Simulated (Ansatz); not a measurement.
The cluster Ca2F4 (the lowest singlet isomer of a short search) was relaxed with PBE-D4 (def2-SVP, def2-SVPD) in Ansatz in these states: charge -1 doublet, neutral singlet. The geometries follow in no particular order.

A:

```xyz
6

Ca   -0.800    1.144   -0.918
Ca    1.188   -1.141    0.284
F    -0.858   -1.006   -0.491
F     0.826    1.005    0.545
F     1.988   -2.490    1.601
F    -2.343    2.488   -1.020
```

B:

Cartesian coordinates in Å:
```
Ca -0.920 1.228 0.678
Ca 0.923 -1.226 -0.677
F -0.045 0.639 -1.217
F 0.047 -0.637 1.218
F 2.042 -2.653 -1.467
F -2.047 2.650 1.465
```

Problem. Judge from the bond lengths which geometry belongs to which state (an estimate).

Solution. A is the charge -1 doublet (Ca1–Ca2 3.258 Å, Ca1–F6 2.048 Å, Ca2–F5 2.048 Å); B is the neutral singlet (Ca1–Ca2 3.355 Å, Ca1–F6 1.978 Å, Ca2–F5 1.978 Å).

At PBE-D4/def2-SVPD the highest occupied level of the relaxed charge -1 doublet lies above zero (up to 0.58 eV). By energy differences its removal costs 0.85 eV (each at its own geometry, to the charge 0 singlet, at PBE0-D4/def2-TZVPD). These are the stationary points nearest to one start from a short search; other shapes may lie lower in each state.
